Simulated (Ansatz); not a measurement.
Relaxation of AlCl$_{2}$FH$_{5}$N (10 atoms, charge 0, multiplicity 1), to a largest force component of 0.03 eV/Å in at most 50 steps.

The calculation used RKS B3LYP-D4/def2-SVP (Ansatz).

```xyz
10
Properties=species:S:1:pos:R:3:forces:R:3
Al -0.859 0.813 -1.627 0.71 0.85 1.26
H -0.466 -1.566 -0.173 -1.40 -1.36 -1.66
Cl 0.365 0.138 -3.162 0.00 0.00 -0.01
Cl -2.904 0.466 -1.556 -0.02 0.00 -0.01
H 0.768 0.689 1.218 0.00 0.01 0.00
F -0.158 1.810 -0.404 -0.65 -1.01 -1.13
H -0.089 -1.164 0.268 1.26 1.37 1.44
N 1.163 -0.005 1.852 0.08 0.13 0.15
H 0.408 -0.554 2.259 0.03 0.02 -0.02
H 1.771 -0.628 1.325 -0.01 -0.01 -0.01
```

**Question.** Where does it end, and by what steps?

**Answer.** The run converged. After 24 steps the energy has fallen by 0.283 eV; Cl3 moved furthest, 1.10 Å.

| step | energy less start (eV) | largest force component (eV/Å) | accepted |
| --- | --- | --- | --- |
| 0 | 0.0000 | 1.665 | yes |
| 1 | -0.1572 | 0.787 | yes |
| 2 | -0.2203 | 0.272 | yes |
| 3 | -0.2298 | 0.168 | yes |
| 4 | -0.2349 | 0.137 | yes |
| 5 | -0.2397 | 0.107 | yes |
| 6 | -0.2404 | 0.051 | yes |
| 7 | -0.2407 | 0.045 | yes |
| 8 | -0.2412 | 0.036 | yes |
| 9 | -0.2413 | 0.035 | yes |
| 10 | -0.2424 | 0.074 | yes |
| 11 | -0.2440 | 0.190 | yes |
| 12 | -0.2476 | 0.103 | yes |
| 13 | -0.2512 | 0.101 | yes |
| 14 | -0.2528 | 0.257 | yes |
| 15 | -0.2620 | 0.179 | yes |
| 16 | -0.2658 | 0.110 | yes |
| 17 | -0.2669 | 0.061 | yes |
| 18 | -0.2759 | 0.178 | yes |
| 19 | -0.2770 | 0.303 | yes |
| 20 | -0.2802 | 0.104 | yes |
| 21 | -0.2801 | 0.110 | no |
| 22 | -0.2821 | 0.048 | yes |
| 23 | -0.2822 | 0.045 | yes |
| 24 | -0.2826 | 0.015 | yes |

```xyz
10
Properties=species:S:1:pos:R:3
Al -0.770 0.579 -1.302
H -1.248 -1.083 0.001
Cl 0.961 -0.090 -2.265
Cl -2.667 0.213 -2.096
H 0.814 0.748 1.332
F -0.601 1.735 -0.117
H -0.600 -0.865 0.361
N 1.426 -0.050 1.493
H 0.924 -0.780 1.992
H 1.759 -0.407 0.600
```

Whether the end is a true minimum wasn't checked by a vibrational analysis.

Run time: 55 s on 2 threads of Intel(R) Xeon(R) Platinum 8488C (Sapphire Rapids), with other jobs on the host, peak memory 0.26 GiB.
